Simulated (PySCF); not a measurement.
phosphorus tribromide: calculation against experiment

**The experiment to reproduce.**

From NIST CCCBDB Release 22 (SRD 101), experimental dipoles, for the gas: dipole moment 0.61 D.

The runs below try to reproduce these values; the comparison stands at the end.

Phosphorus tribromide, PBr₃.
SMILES with atom numbers: `[Br:1][P:2]([Br:3])[Br:4]`

Cartesian coordinates in Å at the PBE0-D3(BJ)/def2-SVP level; atoms count from 1:
```
atom  x, y, z in Å
Br1    1.505    0.726   -1.127
P2     0.418   -0.204    0.588
Br3   -1.202    1.297    0.946
Br4   -0.708   -1.837   -0.441
```

The PySCF runs (gas phase, on this PBE0-D3(BJ)/def2-SVP geometry; no spin–orbit coupling):

| level | job | basis functions | wall time |
| --- | --- | --- | --- |
| PBE0-D3(BJ)/def2-SVP, grid level 1 | geometry optimisation from a GFN2-xTB start shaken at random | 114 | 67 s |
| PBE0/6-31G* | 10 singlets by full TDDFT, 4 Tamm–Dancoff triplets, polarisability | 114 | 15 s |
| PBE0/aug-cc-pVDZ | 10 singlets by full TDDFT, 4 Tamm–Dancoff triplets, polarisability | 135 | 23 s |
| PBE0/aug-cc-pVTZ | 10 singlets by full TDDFT, 4 Tamm–Dancoff triplets, polarisability | 227 | 53 s |
| PBE0/def2-SVP | 10 singlets by full TDDFT, 4 Tamm–Dancoff triplets, polarisability | 114 | 14 s |
| PBE0/def2-TZVP | 10 singlets by full TDDFT, 4 Tamm–Dancoff triplets, polarisability | 181 | 32 s |
| PBE0/def2-TZVPD | 10 singlets by full TDDFT, 4 Tamm–Dancoff triplets, polarisability | 214 | 46 s |

Hardware: an Arm Neoverse N1 with one thread, on a shared host.

All basis functions are spherical.

## Comparison

**Dipole moment.** Measured: 0.61 D (NIST CCCBDB Release 22 (SRD 101), experimental dipoles).

| level | computed (D) | computed − measured (D) | % (from the printed values) |
| --- | --- | --- | --- |
| PBE0-D3(BJ)/def2-SVP | 0.44 | -0.17 | -28 |
| PBE0/6-31G* | 0.56 | -0.05 | -8 |
| PBE0/aug-cc-pVDZ | 0.40 | -0.21 | -34 |
| PBE0/aug-cc-pVTZ | 0.40 | -0.21 | -34 |
| PBE0/def2-SVP | 0.44 | -0.17 | -28 |
| PBE0/def2-TZVP | 0.38 | -0.23 | -38 |
| PBE0/def2-TZVPD | 0.38 | -0.23 | -38 |

All 7 levels lie below the measurement. The computed dipoles belong to one fixed geometry; measured ones are averaged over vibrations unless marked μe. Magnitudes are compared, not signs.

The geometry is computed, not the measured one. Where a level misses, the cause wasn't examined.
